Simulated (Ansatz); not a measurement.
`[NH2][Ga]([NH2])[O][SiH3]` and `C[O][Ga]([NH2])[NH2]` differ in one element.

Ansatz, PBE0-D4/def2-TZVP geometries, multiplicity 1. Each molecule was computed in one conformer, which needn't be the lowest.

Scalar relativity is left out up to krypton.

```json
{"property": "size of the dipole moment (PBE/def2-TZVPP) / D", "`[NH2][Ga]([NH2])[O][SiH3]`": "2.35"}
{"property": "ideal-gas entropy at 298 K and 1 bar (rigid rotor, harmonic PBE0-D4/def2-TZVP) / J/(mol·K)", "`[NH2][Ga]([NH2])[O][SiH3]`": "411"}
{"property": "LUMO energy (B3LYP/def2-TZVPP) / eV", "`[NH2][Ga]([NH2])[O][SiH3]`": "-0.68"}
{"property": "HOMO–LUMO gap (PBE/def2-TZVPP) / eV", "`[NH2][Ga]([NH2])[O][SiH3]`": "4.58"}
{"property": "LUMO energy (PBE0/def2-TZVPP) / eV", "`[NH2][Ga]([NH2])[O][SiH3]`": "-0.36"}
{"property": "HOMO energy (PBE/def2-TZVPP) / eV", "`[NH2][Ga]([NH2])[O][SiH3]`": "-5.84"}
```

What does the change do to each property? (An estimate is asked.)

Computed: 
| property | `C[O][Ga]([NH2])[NH2]` | shift |
| --- | --- | --- |
| size of the dipole moment (PBE/def2-TZVPP) / D | 1.60 | -0.75 |
| ideal-gas entropy at 298 K and 1 bar (rigid rotor, harmonic PBE0-D4/def2-TZVP) / J/(mol·K) | 393 | -18 |
| LUMO energy (B3LYP/def2-TZVPP) / eV | -0.39 | 0.29 |
| HOMO–LUMO gap (PBE/def2-TZVPP) / eV | 4.71 | 0.13 |
| LUMO energy (PBE0/def2-TZVPP) / eV | -0.04 | 0.32 |
| HOMO energy (PBE/def2-TZVPP) / eV | -5.64 | 0.20 |

With PBE0 the HOMO rises by 0.18 eV and the LUMO rises by 0.32 eV, so the gap widens by about 0.14 eV. PBE moves the HOMO by 0.20 eV and ωB97M-V by 0.19 eV. Dipoles are sizes alone; their direction can turn. Modes under 60 cm⁻¹, often nearly free rotors, make the harmonic entropy too high.

Positive LUMOs are unbound, so they and the gaps depend on the basis.

B3LYP here is the variant with VWN-RPA as its local correlation; programs differ in this.
